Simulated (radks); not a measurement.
Results of a calculation; reference values are marked as such.
The germanium ion Ge5+ is in [Ar] 3d9. Level of theory: scalar-relativistic Kohn-Sham, PBEsol, spin-polarised, spherical densities, finite nucleus; Fermi nuclear charge, rms radius of each element as measured or else 0.836 A^(1/3) + 0.57 fm (a radial shooting solver on a logarithmic mesh with Libxc functionals). Open shells are filled with parallel spins first. One electron is removed from 3d, 3p, 2p, 3s in turn, with full relaxation. Which removal costs least, and what does each cost?

Answer. 3d 117.20 eV; 3p 204.91 eV; 3s 258.14 eV; 2p 1315.6 eV. The 3d electron leaves first.
